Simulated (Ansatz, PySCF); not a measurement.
This Ansatz (a program for electronic structure) input computes a PBE/def2-TZVPD energy:

Ansatz 0.2 input:
```yaml
crystal:
  periodic: [false, false, false]
  atoms:
    - {symbol: Sb, position_ang: [0.00108767, 0.04563180, 0.00046138]}
    - {symbol: H, position_ang: [-1.24162337, -1.13465111, -0.01431337]}
    - {symbol: H, position_ang: [1.18615228, -1.19257051, -0.00921681]}
basis:
  gaussian:
    orbitals: def2-TZVPD
hamiltonian:
  xc: {name: PBE}
total_charge: 1
output: {forces: true}
```

Task: Write an input for the same energy in PySCF and say what it gives.

Result: 
```python
from pyscf import gto, scf, dft

mol = gto.M(
    atom='''
    Sb    0.00108767    0.04563180    0.00046138
    H    -1.24162337   -1.13465111   -0.01431337
    H     1.18615228   -1.19257051   -0.00921681
    ''',
    basis='def2-tzvpd',
    ecp='def2-tzvp',
    charge=1,
    spin=0,
    verbose=4,
)

mf = dft.RKS(mol, xc='pbe').density_fit(auxbasis='def2-universal-jkfit')
mf.grids.level = 3
mf.conv_tol = 1e-9
mf.max_cycle = 100
mf.max_memory = 1500
mf.kernel()
if not mf.converged:
    mf = mf.newton()
    mf.kernel(mf.make_rdm1())
mf.analyze()
```
It gives -241.08831 Eh, and Ansatz -241.08827 Eh, a difference of 0.04 mEh, from the treatment of integrals and grids.
